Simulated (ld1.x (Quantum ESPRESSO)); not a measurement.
How hard is this C (Z = 6) RRKJ potential?

```
Element                 : C (Z = 6)
Generator               : ld1.x (Quantum ESPRESSO) 7.5
Type                    : norm-conserving RRKJ (Kleinman–Bylander form)
Functional              : PBE
Relativity              : scalar-relativistic
Frozen core             : [He]
Valence charge          : 4
Reference configuration : 2s2 2p1 (charge +1)
Partial waves           : 2s (bound): rc 1.15 bohr; 2p (bound): rc 2.25 bohr; 3d channel at 0.45 Ry: rc 2.15 bohr
Local potential         : all-electron potential smoothed inside 0.85 bohr (lloc = -2)
Core correction         : none
```

The pseudo-atom Hamiltonian at the reference potential is diagonalised in spherical Bessel functions j_l(qr) that vanish at 20 bohr, with q² up to the cutoff. All-electron valence levels (Ry): 2s -1.8932, 2p -1.2498.

**Question.** How do the lowest levels (Ry) of each channel move with the cutoff, and are there ghosts?

**Answer.**

| cutoff (Ry) | s #1 | p #1 | d #1 | f #1 | Σ f·Δε (mRy) |
| --- | --- | --- | --- | --- | --- |
| 8 | -1.6947 | -0.9872 | -0.1504 | -0.0435 | 659.6 |
| 12 | -1.7300 | -1.1483 | -0.1509 | -0.0435 | 428.0 |
| 15 | -1.7544 | -1.2154 | -0.1510 | -0.0435 | 312.2 |
| 21 | -1.8128 | -1.2458 | -0.1511 | -0.0435 | 165.0 |
| 25 | -1.8317 | -1.2495 | -0.1511 | -0.0435 | 123.5 |
| 35 | -1.8697 | -1.2498 | -0.1511 | -0.0435 | 47.2 |
| 45 | -1.8845 | -1.2498 | -0.1511 | -0.0435 | 17.4 |
| 50 | -1.8889 | -1.2498 | -0.1511 | -0.0435 | 8.7 |
| 60 | -1.8918 | -1.2498 | -0.1511 | -0.0435 | 2.9 |
| 70 | -1.8928 | -1.2498 | -0.1511 | -0.0435 | 0.8 |
| 90 | -1.8932 | -1.2498 | -0.1511 | -0.0435 | 0.1 |
| 400 | -1.8932 | -1.2498 | -0.1511 | -0.0435 | 0.0 |

Result: no extra level below or beside the all-electron valence levels (s, p, d, f tested); 10 mRy is reached at 50 Ry and 1 mRy at 70 Ry.

Its largest configuration-test error is +641 meV.
